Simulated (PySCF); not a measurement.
Computed Raman spectrum (relative Raman activity) of a molecule C2H8GaN. Geometry: TPSSh-D3(BJ)/def2-SVP. Other conformers were not sampled. Level of theory: TPSSh-D3(BJ)/def2-SVP (PySCF). Frequencies are harmonic and unscaled.

Lines under 2 % of the strongest are left out, and lines within 2 cm⁻¹ are merged.

ν (cm⁻¹): 532 (w), 693 (w), 1448 (w), 1453 (w), 1537 (vw), 3027 (vs), 3112 (s), 3129 (s), 3549 (s), 3651 (m) (against the strongest line: vs over 80 %, s over 45 %, m over 15 %, w over 4 %, vw less)

### Question
Which structure fits?
A) C[CH2][GaH][NH2]
B) [CH3][Ga]([CH3])[NH2]
C) C[N](C)[GaH2]

### Answer
B, [CH3][Ga]([CH3])[NH2]
